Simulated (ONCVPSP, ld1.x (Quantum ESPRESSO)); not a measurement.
## Potentials for Si compared

Generated with ld1.x 7.5 (TM, RRKJ, ultrasoft, PAW), atompaw 4.2 or ONCVPSP 4.0.1. The cutoff is in Ry: for ld1.x and atompaw files where the sum of valence levels is converged to 10 mRy in a Bessel basis, for ONCV files where the hardest occupied wave has 1 mHa per electron of residual kinetic energy. The error is the largest all-electron minus pseudo excitation energy over each file’s own four to seven test configurations (ionisations up to +4, promotions, holes and added fractions of an electron), all of which were solved. The labels leave out finer settings (local radius, basis sizes, second energies), which also bear on the numbers. Spin-polarised tests are not counted. The rows are a selection from randomly drawn settings: files with unsolved tests, undetermined cutoffs or missed reference levels are left out.

A true bound ghost makes a file unfit for plane-wave use even where its test errors are small: the radial tests pick states by their node count and pass the ghost by.

```csv
potential,cutoff (Ry),largest error (meV),bound ghosts
"ONCV, LDA (Perdew-Wang 92), non-relativistic, rc 0.90/1.00 (sp), local smoothed, core correction yes, reference 2s2 2p6 3s2 3p2, qcut 17/14.2, projectors 3/2",161,+2.6,none
"ONCV, LDA (Perdew-Wang 92), non-relativistic, rc 1.45/1.45 (sp), local s, core correction yes, reference 3s2, qcut 4.7/5.3, projectors 0/2",17,+125,none
"ultrasoft, LDA (PZ), non-relativistic, rc 1.70/2.50 (sp), local smoothed, core correction yes, reference 3s2 3p2",10,+25,none
"TM, PBEsol, scalar-relativistic, rc 1.35/1.50/1.15 (spd), local d, core correction no, reference 3s2 3p1",40,+26,s
"ONCV, PBEsol, scalar-relativistic, rc 1.70/2.25/1.70 (spd), local d, core correction yes, reference 3s2 3p1, qcut 4.4/3.8/5.6, projectors 2/2/0",16,+24,none
"ONCV, PBE, scalar-relativistic, rc 1.45/1.95/2.00 (spd), local smoothed, core correction yes, reference 3s2 3p2, qcut 3.8/4.3/4, projectors 3/2/2",120,-88,s
```

Task: Fill in the row for Si: PAW, PBE, scalar-relativistic, rc 1.65/2.00 (sp), local smoothed, core correction yes, reference 3s2 3p0.

Result: cutoff 12 Ry, largest error -18 meV, bound ghosts: none.

Task: Fill in the row for Si: TM, PBE, non-relativistic, rc 1.25/1.55 (sp), local p, core correction yes, reference 3s2 3p1.75.

Result: cutoff 50 Ry, largest error +40 meV, bound ghosts: none.

Task: Fill in the row for Si: TM, LDA (PZ), scalar-relativistic, rc 1.70/1.85/1.65 (spd), local p, core correction no, reference 3s2 3p2.

Result: cutoff 15 Ry, largest error +225 meV, bound ghosts: none.
